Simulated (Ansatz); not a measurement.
```yaml
crystal:
  periodic: [false, false, false]
  atoms:
    - {symbol: Si, position_ang: [-0.439478, 1.315025, -2.046498]}
    - {symbol: Ge, position_ang: [-0.030968, 0.087478, -0.003622]}
    - {symbol: Si, position_ang: [2.306632, 0.205448, 0.798655]}
    - {symbol: Si, position_ang: [-0.472062, -2.377833, -0.333012]}
    - {symbol: Si, position_ang: [-1.252095, 0.947829, 1.831354]}
    - {symbol: H, position_ang: [-0.008892, 2.758312, -1.734200]}
    - {symbol: H, position_ang: [0.432617, 0.818280, -3.114561]}
    - {symbol: H, position_ang: [-1.753438, 1.050219, -2.414980]}
    - {symbol: H, position_ang: [2.638700, -0.594463, 1.951545]}
    - {symbol: H, position_ang: [2.502089, 1.689832, 0.953186]}
    - {symbol: H, position_ang: [3.259046, -0.374665, -0.309934]}
    - {symbol: H, position_ang: [-0.490450, -3.004650, 0.964261]}
    - {symbol: H, position_ang: [0.433264, -2.870188, -1.496231]}
    - {symbol: H, position_ang: [-1.960137, -2.303933, -0.860730]}
    - {symbol: H, position_ang: [-2.759113, 0.681673, 1.193990]}
    - {symbol: H, position_ang: [-1.250287, 0.049385, 2.864293]}
    - {symbol: H, position_ang: [-1.185159, 2.342503, 1.992297]}
basis:
  gaussian: {orbitals: def2-mTZVP}
hamiltonian: {xc: {name: HF}}
correlation: {method: mp2, frozen_orbitals: {Si: 9}}
```

```sh
$ ansatz run in.yaml --threads 2 --pin off --events-out ev --progress --plain --max-ram 22528MiB --backend cpu
```

Shortened log:

```
Functional definition: HF
Error: "frozen_orbitals" has no count for Ge
```

In this input frozen orbitals are typed for one element alone, and the program wants a count for each. The input was rejected before any iteration.
